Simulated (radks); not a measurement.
Results of a calculation; reference values are marked as such.
Species: Mn I. Configuration: [Ar] 3d5 4s2.

Level of theory: scalar-relativistic Kohn-Sham, Slater X-alpha with alpha = 0.922, spin-polarised, spherical densities, finite nucleus; open shells are filled with parallel spins first; Fermi nuclear charge, rms radius 3.7057 fm (a radial shooting solver on a logarithmic mesh with Libxc functionals).

Energy parts (eV):
total: -31912.633
kinetic: 32290.037
electron-nucleus: -75929.165
Hartree: 13556.787
exchange: -1830.291

Orbitals (lengths in bohr, moments of r in powers of bohr):
orbital  occ.  eigenvalue (eV)      <r>
1s up       1        -6486.687  0.06077
1s down     1        -6486.680  0.06077
2s up       1        -760.1096   0.2781
2s down     1        -756.4251   0.2773
2p up       3        -648.5352   0.2452
2p down     3        -645.7122   0.2443
3s up       1         -92.6946   0.8418
3s down     1         -84.2857   0.8469
3p up       3         -61.3783   0.8874
3p down     3         -53.1327   0.8973
3d up       5         -12.2596    1.103
4s up       1          -6.6910    2.789
3d down     0          -4.8381    1.290
4s down     1          -4.7961    3.257

The highest occupied level is 4s down at -4.796 eV. The configuration is held as typed, so some empty levels lie below it. The spin density at the nucleus is 0.445 e/bohr^3 (1s -0.077, 2s -3.536, 3s 1.450, 4s 2.608). The density falls to 0.001 e/bohr^3 at r = 4.45 bohr. Spin moment in Bohr magnetons: 5. The electron density at the nucleus is 1.331e+04 e/bohr^3 (large components only).
